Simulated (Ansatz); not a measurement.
An input meant for Zn₂SF₂ (charge 0, singlet; scaled by 0.92).

```yaml
crystal:
  periodic: [false, false, false]
  atoms:
    - {symbol: Zn, position_ang: [1.007989, -1.041044, -0.247416]}
    - {symbol: Zn, position_ang: [-1.046702, 1.031017, -0.049662]}
    - {symbol: S, position_ang: [-0.191594, -0.049666, -1.470210]}
    - {symbol: F, position_ang: [1.997153, -1.868532, 0.702526]}
    - {symbol: F, position_ang: [-1.766856, 1.928225, 1.064771]}
basis:
  gaussian: {orbitals: 6-31G}
magnetization: {spin_polarized: true, initial_magnetization: 3}
hamiltonian: {xc: {name: r2SCAN0}}
scf: {omitted_lower_state_checks: [starts]}
output: {forces: true}
```

```sh
$ ansatz run in.yaml --threads 4 --pin off --events-out ev --progress --plain --max-ram 3916MiB
```

Task: Predict how Ansatz answers.

Result: The input was rejected before any iteration. The number of unpaired electrons doesn't fit the electron count.
```
Error: a molecule whose nuclei and cores have a total charge of 94 cannot have a net charge of 0 together with 3 unpaired electrons
```
